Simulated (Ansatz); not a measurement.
Species: oxygen atom, O (charge 0, triplet).

Computed values are from Ansatz (a first-principles code). Valence correlation only, unless marked. Open shells are spin-unrestricted. No spin-orbit coupling. Non-relativistic. Basis-set limits of correlation are two-point, X^-3; Hartree-Fock from the larger set (for Q and 5 zeta extrapolated as (X+1)exp(-9√X)).

```
Property                                                                                               Value
----------------------------------------------------------  ------------------------------------------------
ionisation energy (to the quartet)                          13.59 eV at CCSD(T)/CBS(aug-cc-pVTZ,aug-cc-pVQZ)
electron affinity (to the doublet; negative means unbound)   1.45 eV at CCSD(T)/CBS(aug-cc-pVTZ,aug-cc-pVQZ)
total energy                                                     -75.0057 Eh at CCSD(T)/CBS(cc-pVQZ,cc-pV5Z)
T1 diagnostic                                                                          0.007 at CCSD/cc-pV5Z
```
